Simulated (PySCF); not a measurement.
A geometry optimisation on `[O][Co]` [quartet].

Method: PBE0-D3(BJ)/def2-SVP geometry optimisation, gas phase (PySCF 2.14.0). Start geometry: GFN2-xTB. The command runs a driver script over a list of jobs; the input below is this job's line of settings and its coordinates in Å.

Command:
```bash
OMP_NUM_THREADS=1 python probes_run.py task.json out
```

Input:
```
{"job": {"xc": "PBE0", "basis": "def2-SVP", "d3": "d3bj", "grid": 1, "shake": 0.03, "kind": "geom"}, "charge": 0, "multiplicity": 4}
O      0.834450    -0.081890     0.006180
Co    -0.784730    -0.005830    -0.028400
```

Output:
```
step   0  E = -1457.34515706  max force = 0.021565
step   1  E = -1457.34573192  max force = 0.003145
step   2  E = -1457.34574360  max force = 0.000270
optimisation converged
```

Energies in Eh; «max force» is the largest Cartesian gradient component in Eh/bohr.

How much energy does the optimisation release, in eV?

E(step 0) − E(last step) = 0.000587 Eh, which is 0.016 eV.

Give the first gradient maximum in eV/Å.

With 1 Eh/bohr = 51.422 eV/Å, 1.109 eV/Å.

Summary of the converged run: final energy -1457.34574 Eh after 2 steps; dipole 4.49 D.

How long does this job take on an Arm Neoverse N1 with one thread, shared host with 64 logical CPUs at a one-minute load of 55? And the peak memory of the process?

About 17 s, with 0.25 GiB resident at the peak, the Python interpreter and its libraries included.
Labels such as C1 count atoms from 1, the log's own numbers from 0.
